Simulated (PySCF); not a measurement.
Os(O)4 anion (O4Os), SMILES [O]=[Os](=[O])(=[O])=[O] (connectivity only; charge and spin as stated), charge -1, multiplicity 2. Coordinates come from a PBE-D3(BJ)/def2-SVPD optimisation. The spin state was assumed, not searched. The isomer is the one that the SMILES or the coordinates give; other isomers of the formula were not compared. The def2 effective core potentials stand for the cores of Os; spin–orbit coupling is left out.

Calculation: PBE-D3(BJ)/def2-SVPD (PySCF 2.14.0).

Harmonic wavenumbers (cm⁻¹): 210, 225, 281, 281, 317, 819, 844, 844, 886. Rotational constants (GHz): 3.984, 3.984, 3.445; symmetry number 4.

**Question.** Work out the zero-point energy and the ideal-gas rigid-rotor harmonic-oscillator thermochemistry at 298.15 K and 1 atm.

**Answer.** ZPE = ½ Σ hcν = ½ × 4708 cm⁻¹ = 28.16 kJ/mol. H − E(el) = 44.95 kJ/mol. Entropy in J/(mol K): translation 177.82, rotation 98.00, vibration 37.77, spin 5.76, total 319.35. G − E(el) = -50.26 kJ/mol. Cp = 79.23 J/(mol K).
